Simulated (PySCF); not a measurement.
C7H4F4.
Atom-mapped SMILES: `[F:1][c:2]1[cH:3][cH:4][cH:5][cH:6][c:7]1[C:8]([F:9])([F:10])[F:11]` (hydrogens: H12 on C3; H13 on C4; H14 on C5; H15 on C6)

The calculation used TDDFT CAM-B3LYP/def2-SVPD, vertical, gas phase, core orbitals frozen in the response in PySCF 2.14.0, density-fitted response routines. Isolated species at its PBE0-D3(BJ)/def2-SVP geometry, gas phase. Torsions of this conformer, `[F:1][c:2]1[cH:3][cH:4][cH:5][cH:6][c:7]1[C:8]([F:9])([F:10])[F:11]`: C6–C7–C8–F9 -120°.

Computed states:

| state | E (eV) | f |
| --- | --- | --- |
| S1 | 5.37 | 0.022 |
| S2 | 6.17 | 0.0063 |
| S3 | 7.09 | 0.648 |
| S4 | 7.16 | 0.557 |
| S5 | 7.43 | 0.0047 |
| S6 | 7.80 | 0.012 |
| S7 | 7.87 | 0.0069 |
| S8 | 7.88 | 0.0022 |
| S9 | 8.21 | 0.0042 |
| S10 | 8.23 | 0.0094 |

Broadening: Gaussians 0.5 eV wide at half height, area fixed by f = 4.319×10⁻⁹ ∫ε dν̃. The cross-section is σ = 3.8235×10⁻²¹ ε cm², given in Mb (10⁻¹⁸ cm²). The width is an assumption, not a result. The curve ends short of the highest state used, and states not computed would add to its high-energy end.

**Question.** What does the envelope look like, and where are its maxima?

**Answer.** 
| λ (nm) | σ (Mb) |
| --- | --- |
| 162.5 | 18.19 |
| 166.2 | 71.81 |
| 169.8 | 171.80 |
| 173.5 | 243.48 |
| 177.2 | 208.75 |
| 180.8 | 117.23 |
| 184.5 | 43.99 |
| 188.1 | 12.30 |
| 191.8 | 2.87 |
| 195.5 | 1.28 |
| 199.1 | 1.29 |
| 202.8 | 1.27 |
| 206.4 | 1.03 |
| 210.1 | 0.79 |
| 213.7 | 0.85 |
| 217.4 | 1.42 |
| 221.1 | 2.44 |
| 224.7 | 3.56 |
| 228.4 | 4.39 |
| 232.0 | 4.57 |
| 235.7 | 4.06 |
| 239.4 | 3.12 |
| 243.0 | 2.13 |
| 246.7 | 1.28 |
| 250.3 | 0.70 |
| 254.0 | 0.34 |
| 257.6 | 0.16 |
| 261.3 | 0.06 |
| 265.0 | 0.02 |
| 268.6 | 0.01 |

Maxima: 231 nm (5.37 eV), ε about 1200, made up of S1 (100%); 201 nm (6.18 eV), ε about 340, made up of S2 (99%); 174 nm (7.12 eV), ε about 64000, made up of S3 (54%) and S4 (46%) (ε in L mol⁻¹ cm⁻¹; maxima over ε = 5, shares over 10%).

**Question.** Coming from long wavelengths, where does ε first pass 100 L mol⁻¹ cm⁻¹?

**Answer.** At about 253 nm (4.89 eV), 0.47 eV below S1.

**Question.** What would ε be at 7.12 eV, the highest of these maxima, with half the width (0.25 eV)?

**Answer.** About 123000 L mol⁻¹ cm⁻¹ against 64200, a factor of about 1.9; a lone state at its own centre would give exactly 2.

**Question.** On this curve, what absorbance would a 10⁻³ mol/L sample give at 254 nm over a 1 cm path?

**Answer.** 254 nm is 4.881 eV, where ε is about 89 L mol⁻¹ cm⁻¹, so A = ε c l ≈ 0.089 (Beer–Lambert, with the gas-phase spectrum and the assumed width).
